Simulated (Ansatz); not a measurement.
Ansatz (a first-principles code) input (B3LYP-D3(BJ)/def2-TZVP):

Ansatz 0.2 input:
```yaml
crystal:
  periodic: [false, false, false]
  atoms:
    - {symbol: Mo, position_ang: [0.36396491, -0.07903585, 0.14695346]}
    - {symbol: O, position_ang: [1.47907148, -0.65594594, -0.91624145]}
    - {symbol: O, position_ang: [0.68684870, 0.21960708, 1.73220069]}
    - {symbol: Cl, position_ang: [-0.85600380, 1.69903727, -0.80575632]}
    - {symbol: Cl, position_ang: [-1.68487374, -1.22081209, -0.08995176]}
basis:
  gaussian:
    orbitals: def2-TZVP
hamiltonian:
  xc: b3lyp
  dispersion: d3bj
total_charge: -1
magnetization: {spin_polarized: true, initial_magnetization: 1}
relax: {f_tol: 0.002, max_steps: 150}
```

End of the output:

```
1199 factors; their error is unknown
mean field: 1.32 GiB planned
mean field evaluation 32: about -31007.2133 eV, gradient 2.2e-2 eV
mean field -31007.33986785 eV, -1139.4987226138 hartree, gradient 2.4e-5 eV, S^2 0.754150; 0 other end points of the search recorded, 0 dependent functions left out
the calculation of the forces begins
reference -31007.34016532 eV, -1139.4987335454 hartree; 33, 32 occupied and 143, 144 virtual orbitals, 1199 factors
relax step   3: F+E_penalty+E_count = -31007.68892393 eV  Δ(F+E_penalty+E_count) = -7.982e-3 eV  max|allowed force component| = 4.279e-2 eV/Å  Δτ_max = 0.0164 Å  (41 SCF iters, accepted)
these checks for a lower state are left out or cut short: starts, cluster_reference, orbital_swaps, neighbouring_geometries, increment
integrals: 0.11 GiB planned
1199 factors; their error is unknown
mean field: 1.32 GiB planned
mean field -31007.33975551 eV, -1139.4987184852 hartree, gradient 1.7e-5 eV, S^2 0.754144; 0 other end points of the search recorded, 0 dependent functions left out
the calculation of the forces begins
reference -31007.34005291 eV, -1139.4987294145 hartree; 33, 32 occupied and 143, 144 virtual orbitals, 1199 factors
relax step   4: F+E_penalty+E_count = -31007.68919660 eV  Δ(F+E_penalty+E_count) = -2.727e-4 eV  max|allowed force component| = 1.121e-2 eV/Å  Δτ_max = 0.0050 Å  (45 SCF iters, accepted)
these checks for a lower state are left out or cut short: starts, cluster_reference, orbital_swaps, neighbouring_geometries, increment
integrals: 0.11 GiB planned
1199 factors; their error is unknown
mean field: 1.32 GiB planned
mean field -31007.33976689 eV, -1139.4987189033 hartree, gradient 1.7e-5 eV, S^2 0.754146; 0 other end points of the search recorded, 0 dependent functions left out
the calculation of the forces begins
reference -31007.34006430 eV, -1139.4987298329 hartree; 33, 32 occupied and 143, 144 virtual orbitals, 1199 factors
relax step   5: F+E_penalty+E_count = -31007.68921761 eV  Δ(F+E_penalty+E_count) = -2.101e-5 eV  max|allowed force component| = 2.327e-3 eV/Å  Δτ_max = 0.0019 Å  (46 SCF iters, accepted)
these checks for a lower state are left out or cut short: starts, cluster_reference, orbital_swaps, neighbouring_geometries, increment
integrals: 0.11 GiB planned
1199 factors; their error is unknown
mean field: 1.32 GiB planned
mean field -31007.33975800 eV, -1139.4987185767 hartree, gradient 3.4e-5 eV, S^2 0.754146; 0 other end points of the search recorded, 0 dependent functions left out
the calculation of the forces begins
reference -31007.34005541 eV, -1139.4987295062 hartree; 33, 32 occupied and 143, 144 virtual orbitals, 1199 factors
relax step   6: F+E_penalty+E_count = -31007.68921793 eV  Δ(F+E_penalty+E_count) = -3.154e-7 eV  max|allowed force component| = 6.083e-5 eV/Å  Δτ_max = 0.0002 Å  (31 SCF iters, accepted)
integrals: 0.11 GiB planned
1199 factors; their error is unknown
mean field: 1.32 GiB planned
mean field evaluation 64: about -31007.2126 eV, gradient 3.2e-1 eV
mean field -31007.33975800 eV, -1139.4987185767 hartree, gradient 3.4e-5 eV, S^2 0.754146; 5 other end points of the search recorded, 0 dependent functions left out
the calculation of the forces begins
reference -31007.34005541 eV, -1139.4987295062 hartree; 33, 32 occupied and 143, 144 virtual orbitals, 1199 factors
Total energy: -31007.68951534 eV, -1139.5115719218 hartree
Atom 0 at     0.258593    -0.058160     0.108271 Å, force     0.000061     0.000006     0.000015 eV/Å
Atom 1 at     1.492574    -0.661087    -0.921825 Å, force    -0.000042     0.000011     0.000019 eV/Å
Atom 2 at     0.694103     0.220056     1.745419 Å, force    -0.000027    -0.000019    -0.000036 eV/Å
Atom 3 at    -0.763341     1.869067    -0.834323 Å, force    -0.000003    -0.000003    -0.000004 eV/Å
Atom 4 at    -1.692921    -1.407026    -0.030337 Å, force     0.000010     0.000005     0.000007 eV/Å
Dipole moment:    -0.024690     0.004800    -0.008977 e Å
```

The spin state was set by rule; other spins were not relaxed.
